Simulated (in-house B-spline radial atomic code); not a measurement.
Configurations of neutral dysprosium, with energies counted from [Xe] 4f10 6s2. Method: scalar-relativistic (X2C) LC-wPBE, spin-polarised, spherical fractional occupations, exact exchange averaged over the configuration, Fermi nucleus of rms radius 5.2218 fm. Calculated with a B-spline radial code for spherical atoms. Shells without spins written out take the highest spin.

Occupations are held fixed; configurations that lie above the ionisation limit could autoionise.

| configuration | E - E(ref) (eV) | highest orbital | its <r> (bohr) |
| --- | --- | --- | --- |
| [Xe] 4f9 5d1 6s2 | 1.7196 | 6s down | 4.057 |
| [Xe] 4f9 6s2 7f1 | 7.335 | 7f up | 46.93 |
| [Kr] 4d10 4f10 5s2 5p5 5f1 6s2 | 28.736 | 5f up | 17 |
| [Kr] 4d10 4f10 5s2 5p5 6s2 7d1 | 28.826 | 7d up | 22.26 |
| [Kr] 4d9 4f10 5s2 5p6 6s2 7p1 | 156.74 | 7p up | 12.62 |
| [Kr] 4d9 4f10 5s2 5p6 6s2 7d1 | 157.52 | 7d up | 22.24 |

Q: Order these further configurations by energy, lowest first.
A. [Kr] 4d9 4f10 5s2 5p6 6s2 6f1
B. [Xe] 4f10 6s1 7f1
C. [Kr] 4d10 4f11 5s2 5p5 6s2
D. [Kr] 4d10 4f10 5s2 5p5 6s2 6f1
E. [Xe] 4f9 5f1 6s2

A: B (5.2026 eV), E (6.7997 eV), C (24.365 eV), D (29.084 eV), A (157.78 eV).

Q: How far above the reference does [Kr] 4d10 4f10 5s2 5p5 6s2 6p1 lie?

A: 25.145 eV; its least bound orbital is 6p up with <r> = 4.819 bohr.
